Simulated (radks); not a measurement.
Question: The tungsten ion W+, configuration [Xe] 4f14 5d4 6s1. Calculated with a radial shooting solver on a logarithmic mesh with Libxc functionals: scalar-relativistic Kohn-Sham, OLYP, spin-polarised, spherical densities, finite nucleus; open shells are filled with parallel spins first (spin-orbit coupling, left out, can overturn this in heavy ions); Fermi nuclear charge, rms radius 5.3658 fm. Some entries of the table are withheld. Estimate them.

orbital  occ.  eigenvalue (hartree)  <r^2> (bohr^2)
1s up       1             -2552.997       0.0004632
1s down     1             -2552.996       0.0004632
2s up       1             -441.1308        0.007121
2s down     1             -441.1239        0.007121
2p up       3             -385.9702        0.005891
2p down     3             -385.9647        0.005891
3s up       1             -101.8306         0.04622
3s down     1             -101.8281         0.04622
3p up       3             -85.48700         0.04697
3p down     3             -85.48427         0.04697
3d up       5             -66.68278         0.03893
3d down     5             -66.67796         0.03893
4s up       1             -21.21770          0.2280
4s down     1             -21.21201          0.2281
4p up       3             -15.85265          0.2597
4p down     3             -15.84744          0.2597
4d up       5              -9.05059          0.3026
4d down     5              -9.04436          0.3023
5s up       1              -3.19797           1.287
5s down     1              -3.13845           1.265
5p up       3              -1.88940           1.782
5p down     3              -1.80603           1.743
4f up       7              -1.50623          0.4659
4f down     7              -1.49234          0.4559
6s up       1              -0.46697             (1)
5d up       4              -0.46389           4.433
5d down     0              -0.36229           5.016

Answer: 
(1) 6s up <r^2> (bohr^2): 9.382
